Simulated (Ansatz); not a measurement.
Consider the substitution at a C–Si bond: `CO[SiH2]C#N` + `[SH][GeH3]` → `N#C[S][GeH3]` + `CO[SiH3]`.

Gas-phase electronic energies from Ansatz, PBE0-D4/def2-TZVP geometries. CBS: MP2 limit from def2 TZ/QZ plus the TZ coupled-cluster correction, frozen cores. DFT in def2-TZVPP. HSE06 is defined as in plane-wave codes. For Ge outer-core shells are correlated without core-valence functions, which leaves a few kJ/mol of doubt a bond. Scalar relativity is left out up to krypton. Each species was taken in one conformer, which may not be the lowest.

| level | ΔE (kJ/mol) | difference from CCSD(T)/CBS |
| --- | --- | --- |
| revPBE-D4 | 59.1 | -21.6 |
| r2SCAN-D4 | 69.1 | -11.6 |
| B97M-V | 70.8 | -9.9 |
| r2SCANh-D4 | 71.0 | -9.7 |
| ωB97X-V | 76.3 | -4.4 |
| B2PLYP | 74.6 | -6.1 |
| revPBE | 62.4 | -18.3 |
| r2SCAN | 69.1 | -11.6 |
| r2SCANh | 71.0 | -9.7 |
| HSE06 | 68.8 | -11.9 |
| BHLYP | 79.7 | -1.0 |
| HF/def2-SVP | 92.6 | 11.9 |
| CCSD/def2-TZVPP | 82.8 | 2.1 |
| CCSD(T)/def2-TZVPP | 79.2 | -1.5 |
| MP2/def2-QZVPP | 76.6 | -4.1 |
| CCSD/CBS(def2) | 84.3 | 3.6 |
| CCSD(T)/CBS | 80.7 | 0 |

Question: What do rigid-rotor, harmonic-oscillator terms from PBE0-D4/def2-TZVP frequencies (298.15 K, 1 bar) make of the CCSD(T)/CBS value? (Estimate.)

Answer: Ansatz gave: ΔZPE = -0.4 kJ/mol, ΔH = +79.6 kJ/mol, ΔS = -4 J/(mol·K), ΔG = +80.7 kJ/mol.

Largest T1 diagnostic among the species: 0.013.

From r2SCAN to r2SCAN0 (25 % exact exchange), in def2-TZVPP and without D4, ΔE moves by +4.5 kJ/mol. In def2-TZVPP, CCSD(T) changes the Hartree–Fock value by −10.7 kJ/mol (the triples alone add −3.6 kJ/mol) and MP2 by −14.3 kJ/mol.
